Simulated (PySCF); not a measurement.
# Computed properties of B(Me)(OH)(PH2) (CH6BOP), SMILES OB(P)C

CH6BOP, SMILES CB(P)O. Geometry: r2SCAN-D4/def2-SVP. Other conformers were not sampled. All values are computed for the isolated molecule unless a solvent is named; none is compared with measurement here.

**Structure.** All 24 harmonic modes at r2SCAN-D4/def2-SVP (PySCF) are real, so it is a minimum. With heavy atoms numbered as in [B:1]([CH3:2])([OH:6])[PH2:8], the shortest bond between them is B1–O6 at 1.361 Å and the longest B1–P8 at 1.936 Å.

**Vibrations.** The strongest infrared lines (harmonic, unscaled, degenerate partners summed) lie at 1364 cm⁻¹ (209 km/mol, B 49 %, H 24 %, O 18 %, C 9 %), 938 cm⁻¹ (140 km/mol, H 59 %, B 21 %, C 11 %), 1182 cm⁻¹ (114 km/mol, H 52 %, B 37 %). The softest mode is at 78 cm⁻¹ and the zero-point energy is 45.8 kcal/mol.

**Electronic structure.** r2SCAN/def2-TZVP (PySCF) places the frontier levels at -6.19 and -0.74 eV, a gap of 5.45 eV, and gives a dipole moment of 2.45 D and a mean polarisability of 57.9 bohr³.

**Excitations.** TDA-ωB97X/def2-SVPD (PySCF) has S1 at 6.24 eV (199 nm, f = 0.064, bright); the most intense of the 10 singlets computed lies at 7.79 eV (f = 0.17). T1 (TDA) is at 5.22 eV, 1.02 eV under S1. No vertical singlet excitation falls in the visible range (under 3.1 eV).

**NMR.** GIAO shifts at KT2/pcSseg-1 (PySCF) (non-relativistic, atoms alike by connectivity averaged): ¹³C at 13.5 ppm against TMS; ¹H from 0.8 to 5.8 ppm against TMS; ¹¹B at 45.9 ppm against BF3.
